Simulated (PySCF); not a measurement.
## How methods differ on the ionisation energy of Au

Au [Xe] 4f14 5d10 6s1 (2S) → Au⁺ [Xe] 4f14 5d10 (1S), as a difference of total energies. Calculation: PySCF 2.14, in x2c-TZVPPall; scalar relativity by spin-free X2C-1e. Correlated levels: valence: [Xe] 4f14 frozen. The calculations carry no spin-orbit coupling.

| method | ionisation energy (eV) |
| --- | --- |
| UHF | 7.712 |
| MP2 (valence) | 9.092 |
| SCS-MP2 (valence) | 8.906 |
| CCSD (valence) | 8.874 |
| CCSD(T) (valence) | 8.962 |

Errors of the correlated levels include the incompleteness of this basis and the frozen core.

Q: Which method comes closest to the reference value, and which is furthest?

A: The reference is 9.226 eV (measured; NIST Atomic Spectra Database, ionization energies). Closest: MP2 (valence) (error -0.134 eV); furthest: UHF (error -1.514 eV).
